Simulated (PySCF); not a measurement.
Match the calculated data to a structure.

All candidates are C2H8F2SSi2.

- NMR, other nuclei: isotropic shieldings of nuclei other than C and H, by class: 297 (2 F), 390 (1 Si), 466 (1 Si), 700 (1 S) ppm [GIAO PBE0/pcSseg-1]
- Dipole: 1.49 D [CAM-B3LYP/def2-SVPD]
- UV, strongest line: among the 8 lowest singlet transitions: S7 at 7.22 eV (172 nm, f = 0.078) [TDDFT CAM-B3LYP/def2-SVPD]
- 13C NMR: chemical shifts (computed TMS as zero) by class: 126.1 (1 C), 42.0 (1 C) ppm [GIAO PBE0/pcSseg-1]
- Polarisability: 104.7 au [CAM-B3LYP/def2-SVPD]
- Rotational structure: rotational constants A, B, C: 3.915, 0.578, 0.524 GHz [GFN2-xTB]
- 1H NMR: chemical shifts (computed TMS as zero) by class: 6.09 (1 H), 4.83 (2 H), 3.53 (3 H), 2.88 (2 H) ppm [GIAO PBE0/pcSseg-1]

Electronic properties: PySCF, gas phase, density fitting. Levels stand in brackets. The structure is a single GFN2-xTB conformer in the gas phase; no vibrational or solvent corrections. NMR classes are plain means over equivalent atoms (diastereotopic ones count apart unless rotation or inversion swaps them), as if these changed places fast.

Task: Which candidate is it?
A. `CC[Si@H](F)S[SiH2]F`
B. `CSC([SiH2]F)[SiH2]F`
C. `FC(F)CS[SiH2][SiH3]`

Result: C. It is `FC(F)CS[SiH2][SiH3]`. Numbering: `[F:1][CH:2]([F:3])[CH2:4][S:5][SiH2:6][SiH3:7]`. Its formula, C2H8F2SSi2, gives 0 degrees of unsaturation, so no ring and no π bond. 2 carbons fall into 2 classes; from least to most shielded: CHF2 carbon [C2] (126.1 ppm), sp3 carbon bound to sulfur [C4] (42.0 ppm). Hydrogen classes from least to most shielded: 1 H on a CHF2 carbon, C2 (6.09 ppm), 2 H on an SiH2 silicon, Si6 (4.83 ppm), 3 H on an SiH3 silicon, Si7 (3.53 ppm), 2 H on an sp3 carbon bound to sulfur, C4 (2.88 ppm). The other shieldings belong to: 297 ppm, fluorine of a CF2 group [F1/F3]; 390 ppm, SiH2 silicon [Si6]; 466 ppm, SiH3 silicon [Si7]; 700 ppm, sulfur bonded to C and Si [S5]. The optimised geometry has point group C1 and is an asymmetric top.

The others, at the same levels:
- `CC[Si@H](F)S[SiH2]F` fails: its computed 13C shifts are 15.2 (1 C), 8.4 (1 C) ppm, 1H shifts are 5.78 (1 H), 5.68 (1 H), 5.55 (1 H), 1.35 (1 H), 1.26 (3 H), 0.87 (1 H) ppm and strongest line among the 8 lowest singlet transitions is S5 at 7.74 eV (160 nm, f = 0.064) (against S7 at 7.22 eV).
- `CSC([SiH2]F)[SiH2]F` fails: its computed 13C shifts are 25.2 (1 C), 23.5 (1 C) ppm, 1H shifts are 5.21 (2 H), 5.21 (2 H), 2.36 (3 H), 1.58 (1 H) ppm and static isotropic polarisability is 94.1 au (against 104.7 au).

Each candidate is one conformer, not necessarily the lowest. Dipoles, sizes and rotational constants follow the conformer. The torsions of the flexible species, by atom-mapped SMILES:
- `[F:1][CH:2]([F:3])[CH2:4][S:5][SiH2:6][SiH3:7]`: F1–C2–C4–S5 -79°, C2–C4–S5–Si6 78°, C4–S5–Si6–Si7 160°
- `[CH3:1][CH2:2][Si@H:3]([F:4])[S:5][SiH2:6][F:7]`: C1–C2–Si3–F4 -60°, C2–Si3–S5–Si6 169°, Si3–S5–Si6–F7 52°
- `[CH3:1][S:2][CH:3]([SiH2:4][F:5])[SiH2:6][F:7]`: C1–S2–C3–Si4 82°, S2–C3–Si4–F5 -66°, S2–C3–Si6–F7 -175°
